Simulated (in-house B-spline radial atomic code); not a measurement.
A calculation on the holmium ion Ho⁺ (with a hole in an inner shell): its settings, and results tabulated from the run. Computed with an all-electron radial atomic-structure program (B-spline basis): Dirac-Kohn-Sham PBE, spherical fractional occupations, Fermi nucleus of rms radius 5.2022 fm.

In the input, a minus or plus after the letter marks the j = l - 1/2 or j = l + 1/2 subshell.

Command:
```bash
python run_scf.py task.json out
```
Settings (nuclear radius in fm, mass in u):
```
Z                67
configuration    1s2 2s2 2p6 3s2 3p6 3d10 4s2 4p6 4d10 4f11 5s2 5p-2 5p+3 6s2
hamiltonian      dirac
method           pbe,pbe
spin_polarised   False
nucleus          fermi
rms_radius       5.2022
atomic_mass      164.93033
speed_of_light   137.035999084
```

Output (hartree, bohr):
```
 radial grid: 81 intervals, B-splines of order 8, outer radius 60 bohr

 iter        energy (Eh)    residual
    1      -12624.599751    5.71e-01
    2      -12622.050155    4.37e-01
    3      -12623.620468    2.62e-01
    4      -12624.700978    2.23e-01
    5      -12551.960554    9.23e-01
    6      -12625.168672    1.41e-01
    7      -12626.076144    3.92e-02
    8      -12626.170779    7.55e-03
    9      -12626.171845    4.98e-04
   10      -12626.171849    6.72e-05
   11      -12626.171849    8.87e-06
   12      -12626.171849    2.76e-07

 total energy                    -12626.17185
 kinetic                           13889.9125
 electron-nucleus                 -31157.8072
 Hartree                            4913.1122
 exchange-correlation               -271.3894

 first-order corrections (not in the total)
   Gaunt                            13.5996
   retardation                      -1.4351
   frequency dependence             -0.1969
   self-energy                       9.6307
   Uehling                          -1.6265
   Wichmann-Kroll                    0.0553
   recoil                            0.0267

 orbital      occ     eigenvalue          <r>       <r^2>       <1/r>     <1/r^2>       r_max    small
 1s1/2      2.000     -2037.2210    0.0207401 0.000588284     76.0381     13378.3     0.01311  6.27e-02
 2s1/2      2.000      -340.9351    0.0875365  0.00911059     18.2515     1727.93     0.07479  1.40e-02
 2p1/2      2.000      -324.5493    0.0729006  0.00658133     18.2284     548.395     0.05625  1.40e-02
 2p3/2      4.000      -293.0570    0.0800671  0.00780385     15.8851     344.188     0.06237  1.29e-02
 3s1/2      2.000       -76.4636     0.229413   0.0602837     6.67459     377.761      0.2115  4.48e-03
 3p1/2      2.000       -69.2867     0.219109   0.0558725     6.59068     121.028       0.199  4.43e-03
 3p3/2      4.000       -62.7085     0.232633   0.0627672     5.99339     77.0263      0.2117  4.11e-03
 3d3/2      4.000       -50.3934     0.205341   0.0495994     5.87664     43.2602      0.1675  3.99e-03
 3d5/2      6.000       -48.9560      0.20954   0.0515139     5.73001     40.6701      0.1711  3.90e-03
 4s1/2      2.000       -15.4402     0.518942    0.304281     2.78958     91.7839      0.4843  1.44e-03
 4p1/2      2.000       -12.5897     0.528739    0.318477     2.68097     28.6568       0.487  1.35e-03
 4p3/2      4.000       -11.1163       0.5598    0.356753     2.47522      18.311      0.5143  1.24e-03
 4d3/2      4.000        -6.4220     0.590543    0.405195     2.25326     9.26102      0.5183  1.06e-03
 4d5/2      6.000        -6.1549     0.601603    0.420408     2.20238     8.68377      0.5271  1.03e-03
 4f5/2      4.714        -0.5569     0.819574    0.899175     1.62865     3.52307      0.5214  6.11e-04
 4f7/2      6.286        -0.5205     0.835972    0.940774     1.60313     3.41936      0.5268  5.96e-04
 5s1/2      2.000        -2.2684      1.26684     1.80576     1.05243      15.363       1.133  2.96e-04
 5p1/2      2.000        -1.4901      1.41984     2.28917    0.928292     4.15894       1.234  2.34e-04
 5p3/2      3.000        -1.2977      1.52055     2.62735    0.857285     2.64956       1.316  2.06e-04
 6s1/2      2.000        -0.3865      3.44075     13.2854    0.366615     1.86508       3.048  4.21e-05
```

Cost of the run: 1.4 s on 1 thread of Arm Neoverse V2 (shared host).

For the Dirac Hamiltonian the kinetic term is c α·p + (β - 1)c².
